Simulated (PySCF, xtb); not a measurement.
Si(F)(I)2(Me) (CH3FI2Si), SMILES C[Si](F)(I)I.

GFN2-xTB (xtb 6.7.1) at its own geometry gives an orbital gap of 5.37 eV and a dipole moment of 4.66 D.

Geometry optimised at B3LYP-D3(BJ)/def2-SVP. The def2 effective core potentials stand for the cores of I; spin–orbit coupling is left out.

**Question.** What does r2SCAN/def2-TZVP (PySCF) give? (The exact figures need the calculation; the answer reports its results.)

**Answer.** gap 4.96 eV (levels -6.89 and -1.93 eV), dipole 1.98 D.
